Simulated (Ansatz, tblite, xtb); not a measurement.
# CH4BFO (SMILES OCBF): the dipole moment, rung by rung

CH4BFO: 8 atoms, total charge 0, spin state singlet. SMILES: `OCBF`. The coordinates come from a PBE0-D4/def2-TZVP relaxation. This is one conformer, not always the lowest.

```
atom    x (Å)    y (Å)    z (Å)
   O  -1.2405   0.7626  -0.1693
   C   0.1179   0.4250  -0.0136
   B   0.3686  -1.1120   0.0760
   F  -0.6229  -1.9767   0.0072
   H  -1.3191   1.7175  -0.2173
   H   0.5631   0.8720   0.8937
   H   0.7442   0.7998  -0.8434
   H   1.4810  -1.5454   0.2108
```

Quantity: the dipole moment, in D. The values are calculated.

```csv
level,kind,program,value (D),CPU time
GFN2-xTB,semi-empirical,tblite,3.19,under 2 s
GFN0-xTB,semi-empirical,xtb,2.82,under 2 s
GFN1-xTB,semi-empirical,tblite,3.84,under 2 s
IPEA1-xTB,semi-empirical,tblite,3.68,under 2 s
HF/STO-3G,Hartree–Fock,Ansatz,1.82,0.69 s
HF/3-21G,Hartree–Fock,Ansatz,3.24,1.2 s
HF/6-31G* (spherical functions),Hartree–Fock,Ansatz,2.88,3.9 s
HF/def2-SVP,Hartree–Fock,Ansatz,3.02,4.8 s
BLYP/cc-pVTZ,GGA,Ansatz,2.45,37 s
B3LYP/6-31G* (spherical functions),global hybrid,Ansatz,2.45,9.1 s
```

The values span 1.82 to 3.84 D. Sets without polarisation functions give poor dipoles. Without the sets that lack polarisation functions the rows with a basis span only 2.45 to 3.02 D. CPU times are rough (shared hosts, several kinds of processor): they show what a rung costs within a factor of a few.
